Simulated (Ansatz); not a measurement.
Pulling on the O3–H4 bond in GeH2O (SMILES [OH][GeH]) (multiplicity 1 held, fragments rigid). Energies count from the point at 0.963 Å.
Geometry at that point (charge 0, multiplicity 1):
```xyz
4

Ge    -0.23528    -0.20096     0.24734
H     -1.41086    -0.03172    -0.85874
O      1.02523     0.68083    -0.68890
H      0.73803     1.01575    -1.54508
```

R- and RO- levels are restricted; in cc, def2 and unpolarised 6-31G sets they are followed outwards from rest. Unrestricted levels (U-) break spin symmetry where that is lower. Active spaces are followed from a long bond inwards. Levels need not reach the same state.

Correlated levels freeze the cores. Filled d and f shells under p-block atoms count as core.

Programs: Ansatz (an electronic-structure program). 

Energies in eV.

```tsv
R (Å)	U-PBE/cc-pVTZ	R-B3LYP/cc-pVTZ	R-SCS-MP2/cc-pVTZ	U-CCSD(T)/cc-pVTZ	FIC-NEVPT4(SD) on CASSCF(4,3)/cc-pVTZ	FIC-MRCISD+Q on CASSCF(4,3)/cc-pVTZ
0.771	1.62	1.52	1.53	1.53	1.55	1.51
0.867	0.34	0.29	0.29	0.29	0.30	0.28
0.963	0.00	0.00	0.00	0.00	0.00	0.00
1.059	0.16	0.20	0.20	0.20	0.21	0.21
1.156	0.55	0.64	0.65	0.65	0.66	0.67
1.300	1.33	1.47	1.50	1.49	1.51	1.51
1.445	2.11	2.32	2.37	2.35	2.37	2.36
1.686	3.22	3.54	3.61	3.56	3.55	3.49
1.926	3.85	4.46	4.52	4.32	4.29	4.19
2.215	4.14	5.21	5.19	4.61	4.73	4.60
2.601	4.26	5.82	5.53	4.67	4.92	4.78
3.082	4.29	6.24	5.41	4.67	4.96	4.82
```

Doubts at one or more of the structures used: a spin-contaminated determinant (U-PBE/cc-pVTZ, U-CCSD(T)/cc-pVTZ); a restricted determinant that unrestricted orbitals would lower (R-B3LYP/cc-pVTZ, R-SCS-MP2/cc-pVTZ); T1 above 0.05 (U-CCSD(T)/cc-pVTZ); the program's own flag: large difference (U-CCSD(T)/cc-pVTZ); active orbitals that take no part (FIC-NEVPT4(SD) on CASSCF(4,3)/cc-pVTZ, FIC-MRCISD+Q on CASSCF(4,3)/cc-pVTZ).
